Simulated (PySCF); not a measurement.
PySCF input (BP86/6-31G* (5d)):

```python
from pyscf import gto, dft

mol = gto.M(
    atom='''
    C    -0.74598462    0.07954784    0.23255547
    F     0.73298763   -0.10811036   -0.07052530
    H    -0.92133566    1.08748682   -0.22113066
    H    -1.19964527   -0.59178060   -0.53947446
    ''',
    basis='6-31g*',
    charge=-1,
    spin=0,
    verbose=4,
)

mf = dft.RKS(mol, xc='bp86')
mf.grids.level = 3
mf.conv_tol = 1e-9
mf.max_cycle = 100
mf.max_memory = 1500
mf.kernel()
if not mf.converged:
    mf = mf.newton()
    mf.kernel(mf.make_rdm1())
mf.dip_moment()
```

Output:

```
PySCF version 2.14.0

[INPUT] verbose = 4
[INPUT] num. atoms = 4
[INPUT] num. electrons = 18
[INPUT] charge = -1
[INPUT] spin (= nelec alpha-beta = 2S) = 0
[INPUT] symmetry False subgroup None
[INPUT] Mole.unit = angstrom
[INPUT] Symbol           X                Y                Z      unit          X                Y                Z       unit  Magmom
[INPUT]  1 C     -0.745984620000   0.079547840000   0.232555470000 AA   -1.409706624938   0.150323631401   0.439466147070 Bohr   0.0
[INPUT]  2 F      0.732987630000  -0.108110360000  -0.070525300000 AA    1.385145873394  -0.204298971628  -0.133273501853 Bohr   0.0
[INPUT]  3 H     -0.921335660000   1.087486820000  -0.221130660000 AA   -1.741072066195   2.055052253874  -0.417876385144 Bohr   0.0
[INPUT]  4 H     -1.199645270000  -0.591780600000  -0.539474460000 AA   -2.267001006930  -1.118303259831  -1.019458980598 Bohr   0.0

nuclear repulsion = 29.4168855570226
number of shells = 16
number of NR pGTOs = 62
number of NR cGTOs = 32
basis = 6-31g*
ecp = {}

******** <class 'pyscf.dft.rks.RKS'> ********
method = RKS
initial guess = minao
damping factor = 0
level_shift factor = 0
DIIS = <class 'pyscf.scf.diis.CDIIS'>
diis_start_cycle = 1
diis_space = 8
diis_damp = 0
SCF conv_tol = 1e-09
SCF conv_tol_grad = None
SCF max_cycles = 100
direct_scf = True
direct_scf_tol = 1e-13
XC library pyscf.dft.libxc version 7.1.2
    S. Lehtola, C. Steigemann, M. J. T. Oliveira, and M. A. L. Marques,  SoftwareX 7, 1–5 (2018)
XC functionals = bp86
    A. D. Becke,  Phys. Rev. A 38, 3098 (1988)
    J. P. Perdew,  Phys. Rev. B 33, 8822 (1986)
    J. P. Perdew,  Phys. Rev. B 34, 7406–7406 (1986)
radial grids:
    Treutler-Ahlrichs [JCP 102, 346 (1995); DOI:10.1063/1.469408] (M4) radial grids

becke partition: Becke, JCP 88, 2547 (1988); DOI:10.1063/1.454033
pruning grids: <function nwchem_prune>
grids dens level: 3
symmetrized grids: False
atomic radii adjust function: <function treutler_atomic_radii_adjust>
small_rho_cutoff = 0
Set gradient conv threshold to 3.16228e-05
Initial guess from minao.
tot grids = 48000
init E= -138.926310010104
  HOMO = -0.230723133816875  LUMO = -0.0221709304763587  gap/eV = 5.67499
cycle= 1 E= -138.925759082586  delta_E= 0.000551  |g|= 0.671  |ddm|= 1.65
  HOMO = 0.275712734475576  LUMO = 0.389492939011353  gap/eV = 3.09612
cycle= 2 E= -138.800901404476  delta_E= 0.125  |g|= 1.07  |ddm|= 2.58
  HOMO = 0.179716425922778  LUMO = 0.360592393102101  gap/eV = 4.92189
cycle= 3 E= -139.017495971449  delta_E= -0.217  |g|= 0.135  |ddm|= 1.82
  HOMO = 0.160511749350769  LUMO = 0.348724960152379  gap/eV = 5.12154
cycle= 4 E= -139.021250716824  delta_E= -0.00375  |g|= 0.0519  |ddm|= 0.162
  HOMO = 0.164977980011341  LUMO = 0.350225376048183  gap/eV = 5.04084
cycle= 5 E= -139.021854570474  delta_E= -0.000604  |g|= 0.0101  |ddm|= 0.0852
  HOMO = 0.164310867587835  LUMO = 0.350103207737869  gap/eV = 5.05567
cycle= 6 E= -139.021885527471  delta_E= -3.1e-05  |g|= 0.0012  |ddm|= 0.0179
  HOMO = 0.164261379402538  LUMO = 0.349985971355502  gap/eV = 5.05382
cycle= 7 E= -139.021885881743  delta_E= -3.54e-07  |g|= 0.000192  |ddm|= 0.00187
  HOMO = 0.164218015506062  LUMO = 0.349976155809187  gap/eV = 5.05474
cycle= 8 E= -139.021885897367  delta_E= -1.56e-08  |g|= 2.81e-05  |ddm|= 0.000384
  HOMO = 0.164214695345978  LUMO = 0.349970926714823  gap/eV = 5.05468
cycle= 9 E= -139.021885897569  delta_E= -2.02e-10  |g|= 1.42e-06  |ddm|= 3.57e-05
  HOMO = 0.164214509386298  LUMO = 0.349970865741291  gap/eV = 5.05469
Extra cycle  E= -139.021885897569  delta_E= 2.84e-14  |g|= 1.72e-06  |ddm|= 4e-06
converged SCF energy = -139.021885897569

WARN: System has nonzero charge -1; the dipole moment is origin-dependent.
Location of origin: [0. 0. 0.]

Dipole moment(X, Y, Z, Debye):  1.65882,  0.03419, -1.63053
```

The dipole moment of an ion depends on the origin.
